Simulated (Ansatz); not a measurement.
```yaml
crystal:
  periodic: [false, false, false]
  atoms:
    - {symbol: C, position_ang: [-1.111643, -0.040808, 0.930397]}
    - {symbol: N, position_ang: [-0.121699, 0.008491, -0.203962]}
    - {symbol: Ge, position_ang: [1.708192, -0.203366, -0.131707]}
    - {symbol: B, position_ang: [-0.736384, 0.749060, -1.193425]}
    - {symbol: F, position_ang: [0.010079, 0.941712, -2.216960]}
    - {symbol: H, position_ang: [-2.090021, 0.152233, 0.707442]}
    - {symbol: H, position_ang: [-0.598427, 0.192636, 1.931860]}
    - {symbol: H, position_ang: [-0.965181, -1.345077, 1.241502]}
    - {symbol: H, position_ang: [2.202479, -0.040766, -1.105277]}
    - {symbol: H, position_ang: [1.746517, -1.992031, 0.224018]}
    - {symbol: H, position_ang: [2.349782, 0.617927, 1.314119]}
    - {symbol: H, position_ang: [-1.987202, 0.939057, -1.309740]}
basis:
  gaussian: {orbitals: aug-cc-pVTZ, fitting: {mean_field: def2-universal-jkfit}}
hamiltonian: {xc: {name: CAM-B3LYP}, dispersion: d3bjatm}
relax: {f_tol: 0.001, max_steps: 3}
output: {forces: true}
```

```sh
$ ansatz run in.yaml --threads 4 --pin off --events-out ev --progress --plain --max-ram 10444MiB
```

It prints (some lines left out):

```
Functional definition: CAM-B3LYP
696 factors; integrals over basis functions are off by at most 1.3e0 eV
696 factors; integrals over basis functions are off by at most 3.7e-3 eV
mean field evaluation 1: about -62545.3100 eV, gradient 6.6e1 eV
mean field evaluation 2: about -62539.2264 eV, gradient 8.4e1 eV
mean field evaluation 4: about -62553.4622 eV, gradient 5.7e0 eV
mean field evaluation 8: about -62553.5100 eV, gradient 5.6e-2 eV
mean field evaluation 16: about -62553.5100 eV, gradient 5.4e-5 eV
mean field -62553.51003978 eV, -2298.7990936700 hartree, gradient 5.4e-5 eV, S^2 0.000000; 0 other end points of the search recorded, 0 dependent functions left out
reference -62553.51021749 eV, -2298.7991002007 hartree; 33, 33 occupied and 371, 371 virtual orbitals, 696 factors
relax step   1: F+E_penalty+E_count = -62553.71348080 eV  Δ(F+E_penalty+E_count) = +0.000e0 eV  max|allowed force component| = 2.072e1 eV/Å  Δτ_max = 0.0000 Å  (30 SCF iters, accepted)
696 factors; integrals over basis functions are off by at most 1.1e0 eV
696 factors; integrals over basis functions are off by at most 3.4e-3 eV
mean field -62558.64272437 eV, -2298.9877163495 hartree, gradient 1.6e-5 eV, S^2 0.000000; 0 other end points of the search recorded, 0 dependent functions left out
reference -62558.64289268 eV, -2298.9877225347 hartree; 33, 33 occupied and 371, 371 virtual orbitals, 696 factors
relax step   2: F+E_penalty+E_count = -62558.83909822 eV  Δ(F+E_penalty+E_count) = -5.126e0 eV  max|allowed force component| = 5.262e0 eV/Å  Δτ_max = 0.1976 Å  (37 SCF iters, accepted)
696 factors; integrals over basis functions are off by at most 1.1e0 eV
696 factors; integrals over basis functions are off by at most 3.4e-3 eV
mean field -62559.26573179 eV, -2299.0106114498 hartree, gradient 1.5e-5 eV, S^2 0.000000; 0 other end points of the search recorded, 0 dependent functions left out
reference -62559.26589860 eV, -2299.0106175802 hartree; 33, 33 occupied and 371, 371 virtual orbitals, 696 factors
relax step   3: F+E_penalty+E_count = -62559.46263618 eV  Δ(F+E_penalty+E_count) = -6.235e-1 eV  max|allowed force component| = 1.742e0 eV/Å  Δτ_max = 0.1927 Å  (38 SCF iters, accepted)
Error: geometry relaxation did not converge after 3 steps: max|allowed force component| = 1.74e0 eV/Å (threshold 1.0e-3). Raise `relax.max_steps` over both its present limit and 3, loosen `relax.f_tol`, or start from a geometry closer to equilibrium. Where this run's directory can be resumed (`checkpoint.write`), a resume goes on for up to `relax.max_steps` more
```

In this input the relaxation is allowed too few steps for its threshold. No converged result was reached.
